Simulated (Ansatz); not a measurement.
# A basis-limit estimate, worked out

An elementary step of SiNH8ClO, closed shell (SiH₃Cl ([SiH3][Cl]) + H₂O + NH₃ → SiNH₄Cl ([NH2][SiH2][Cl]) + H₂O + H₂; bonds formed: Si1–N7, H2–H8, H6–O9; bonds broken: Si1–H2, H6–N7, H8–O9). “Start” is the structure reached by relaxing down from the saddle towards the reactants; PBE0-D4/def2-TZVP structures. The saddle:

Si1  (-1.005, -0.088, -0.671)
H2  (0.194, -1.349, -0.389)
H3  (-1.114, -0.748, -2.000)
H4  (-2.002, 1.028, -0.830)
Cl5  (-1.939, -0.871, 1.043)
H6  (1.017, 0.393, 0.691)
N7  (0.421, 1.017, -0.335)
H8  (0.798, -1.139, 0.442)
O9  (1.423, -0.543, 1.261)
H10  (1.119, 0.969, -1.072)
H11  (0.137, 1.985, -0.232)
H12  (0.950, -0.655, 2.093)
(Å)

Computed with Ansatz 0.2.0 (basis: def2-TZVPP and def2-QZVPP); correlated methods freeze the cores.

Energies in eV:

| quantity | saddle | start |
| --- | --- | --- |
| Hartree–Fock, triple zeta (X = 3) | -24012.34534 | -24015.02914 |
| Hartree–Fock, quadruple zeta (X = 4) | -24013.12036 | -24015.80771 |
| MP2 correlation, X = 3 | -23.55980 | -22.63649 |
| MP2 correlation, X = 4 | -25.42854 | -24.49074 |
| CCSD(T) correlation, X = 3 | -25.72133 | -24.90139 |

(1) Work out the barrier at the basis limit: extrapolate Hartree–Fock as E(X) = E∞ + A exp(−7.88 √X) and the MP2 correlation as E(X) = E∞ + B X^−2.97 (the exponents that Neese and Valeev fitted for def2-TZVPP and QZVPP), then add CCSD(T) − MP2 in triple zeta.

T1 diagnostic: at most 0.011.

Answers

(1) Each step is linear, so take the differences first (saddle − start): Hartree–Fock 2.68380 (X = 3) and 2.68735 (X = 4); MP2 correlation -0.92331 and -0.93780; CCSD(T) correlation -0.81994.
Two points give E∞ = E(4) + w [E(4) − E(3)], with w = 1/(exp(7.88 (2 − √3)) − 1) = 0.1377 for Hartree–Fock and w = 1/((4/3)^2.97 − 1) = 0.7407 for the correlation.
Hartree–Fock: 2.68735 + 0.1377 × 0.00355 = 2.6878 eV.
MP2 correlation: -0.93780 + 0.7407 × (-0.01449) = -0.9485 eV.
CCSD(T) − MP2: -0.81994 − (-0.92331) = 0.1034 eV.
Sum: 2.6878 + (-0.9485) + 0.1034 = 1.8427 eV, or 42.49 kcal/mol. Plain CCSD(T) in triple zeta gives 1.8639 eV, so the larger basis shifts the result by -0.0212 eV.

Labels in which every atom is bracketed show which atoms are joined, not bond orders.

For scale, one of the runs: CCSD(T)/def2-TZVPP, 258 basis functions, launched by `ansatz run in.yaml --threads 4 --pin off --events-out ev --progress --plain --max-ram 9574MiB`. Time: 2.9 min of wall clock on 4 CPU threads of an Arm Neoverse V1; the host was shared. Peak host memory: 5.8 GiB.
